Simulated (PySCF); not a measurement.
C4H8Au2S2, SMILES C(CCC[S][Au])[S][Au], multiplicity 1.

Geometry: PBE-D3(BJ)/def2-SVP. The spin state was assumed, not searched. The def2 effective core potentials stand for the cores of Au; spin–orbit coupling is left out. One conformer was computed; it need not be the lowest.

These are PBE/def2-SVP in PySCF values and carry that method's errors.

```yaml
total_energy: -1224.27332 hartree
point_group: C2h
highest_occupied_level: -5.18 eV
lowest_empty_level: -3.83 eV
orbital_gap: 1.35 eV
dipole_moment: 0.000 e·Å
quadrupole, principal values (traceless, Buckingham form, about the centre of nuclear charge): -20.00, -9.35, 29.35 D·Å
mean_static_polarisability: 168.2 bohr³ (24.93 Å³)
polarisability_principal_values: 105.2, 117.6, 281.9 bohr³
```
